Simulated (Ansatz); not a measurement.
Cost and result up the ladder for Co(SH)2 (CoH2S2) (5 atoms). The state is a quartet with charge 0. Geometry: r2SCAN-D4/def2-TZVP.

Cartesian coordinates in Å:
```
Co 0.0006 0.0025 0.0010
S 1.5659 0.8940 -1.1907
H 2.4368 -0.1307 -1.0856
S -1.5650 -0.8941 1.1886
H -2.4384 0.1283 1.0867
```

Ansatz on 4 threads of Arm Neoverse V2 on a shared host. Times are rough, and most runs start from the orbitals of an earlier one. ωB97X-V/def2-TZVP serves as the yardstick here, not as an exact answer. Differences are given only for rows in sets of like size (and for xTB, whose basis is part of the method), since another set adds its own error. Binding counts from free atoms at the same level (Co quartet, S triplet, H doublet; other spins of the atoms weren't run), without zero-point energy or a counterpoise term.

The 6-31G sets use Cartesian d functions. LC-ωPBE has ω = 0.4 bohr⁻¹. B3LYP takes the VWN-RPA correlation. HSE06 is defined as in plane-wave codes, on full-range PBE exchange. Correlated methods freeze 15 core orbitals; core or outer-core shells of Co are correlated, in sets that lack core-valence functions. In CCSD on the charge 0 quartet the largest single amplitude is 0.16, so its Hartree–Fock determinant may place the open shell otherwise than the density functionals do.

Run but left out: HF/STO-3G (⟨S²⟩ 4.83, where a pure state has 3.75).

Correlated methods converge slowly with the basis.

```tsv
level	functions	binding energy per atom (eV)	difference from ωB97X-V/def2-TZVP (eV)
PBE-D4/def2-SVP	77	2.87	–
HF/6-31G	59	1.44	–
PBE0-D4/def2-SVP	77	2.71	–
CAM-B3LYP-D4/def2-TZVP	131	2.71	-0.07
ωB97X-V/def2-TZVP (with forces)	131	2.78	0.00
r2SCAN-D4/def2-TZVP	131	2.82	0.04
HSE06-D4/def2-TZVP	131	2.74	-0.04
CCSD(T)/def2-TZVP	131	2.56	-0.22
PBE0-D4/def2-TZVP	131	2.74	-0.04
B3LYP-D4/6-31G	59	2.43	–
PBE-D4/def2-TZVP	131	2.83	0.05
BHLYP-D4/def2-TZVP	131	2.67	-0.11
LC-ωPBE/def2-TZVP	131	2.67	-0.11
```

(1) Estimate how long each takes.

Results:

(1) HF/6-31G 0.8 s; PBE-D4/def2-SVP 2.3 s; PBE0-D4/def2-SVP 2.9 s; PBE-D4/def2-TZVP 4.2 s; PBE0-D4/def2-TZVP 7 s; HSE06-D4/def2-TZVP 7 s; LC-ωPBE/def2-TZVP 7 s; BHLYP-D4/def2-TZVP 7.5 s; B3LYP-D4/6-31G 7.5 s; CAM-B3LYP-D4/def2-TZVP 8 s; r2SCAN-D4/def2-TZVP 11 s; ωB97X-V/def2-TZVP (with forces) 26 s; CCSD(T)/def2-TZVP 70 s. On shared hardware such times vary by a factor of up to 3.
